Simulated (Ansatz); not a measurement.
CH8OSSi2 can be A, `CO[SiH]([SiH3])S`, or B, `[SiH3]OC([SiH3])S`.

Isolated molecules relaxed with PBE0-D4/def2-TZVP in Ansatz; ΔE leaves out vibrations. CBS: MP2 limit from def2 TZ/QZ plus the TZ coupled-cluster correction, frozen cores. Functionals use def2-TZVPP. One conformer a species, not always the lowest.

Problem. Which isomer does CCSD(T)/CBS put lower? Give the gap. (An estimate is asked.)

Solution. The calculation gave: A, by 29.4 kcal/mol.

Problem. Give E(B) − E(A) in kcal/mol with MP2/def2-TZVPP, PBE0-D4, PBE-D4, B2PLYP, ωB97M-V, r2SCAN-D4, CCSD/def2-TZVPP. (Best estimate.)

Solution. Computed: MP2/def2-TZVPP 28.3, PBE0-D4 31.8, PBE-D4 31.2, B2PLYP 29.5, ωB97M-V 28.3, r2SCAN-D4 30.9, CCSD/def2-TZVPP 29.5. None reverses the order clearly.

Largest T1 diagnostic: 0.012.

The D4 term adds −0.9 kcal/mol with B3LYP and −0.4 kcal/mol with PBE0; it sums over pairs of atoms, weighted by their polarisabilities, and B3LYP, whose exchange is more repulsive, gets the larger term. In def2-TZVPP, CCSD(T) changes the Hartree–Fock value by −1.3 kcal/mol (the triples alone add −0.4 kcal/mol) and MP2 by −2.0 kcal/mol.

B3LYP here is the variant with VWN-RPA as its local correlation; programs differ in this.
